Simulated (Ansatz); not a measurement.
**Ligand exchange: BBrF2 + C2H3Br → BHF2 + C2H2Br2**

Species: BBrF2 `FB(F)Br`, singlet; C2H3Br `C=CBr`, singlet; BHF2 `FBF`, singlet; C2H2Br2 `Br/C=C\Br`, singlet. The partners trade Br for H: B–Br and C–H bonds give way to B–H and C–Br.

Shapes, held fixed at every level: PBE0-D4/def2-TZVP. Programs: Ansatz 0.2.0. The zero-point and thermal change to 298 K, harmonic and unscaled (PBE0-D4/def2-TZVP), is -3.8 kJ/mol.

```
               level                    kind  ΔH(298 K) (kJ/mol)  less CCSD(T)/def2-TZVPP
    SPW92/def2-TZVPP                     LDA              +111.0                     -1.3
   PBE-D4/def2-TZVPP                     GGA              +108.9                     -3.4
r2SCAN-D4/def2-TZVPP                meta-GGA              +117.7                     +5.4
 B3LYP-D4/def2-TZVPP           global hybrid              +110.4                     -1.9
  wB97M-V/def2-TZVPP  range-separated hybrid              +115.9                     +3.6
      MP2/def2-TZVPP     perturbation theory              +108.4                     -3.9
  CCSD(T)/def2-TZVPP   coupled cluster or CI              +112.3                      0.0
```

The highest level, CCSD(T)/def2-TZVPP, gives ΔH(298 K) = +112.3 kJ/mol; the levels span +108.4 to +117.7. The column of differences is taken from that level and isn't an error. No measured value is set beside it here. Relativity is left out for Br. Outer-core shells of Br are correlated, in sets that cover them unevenly.
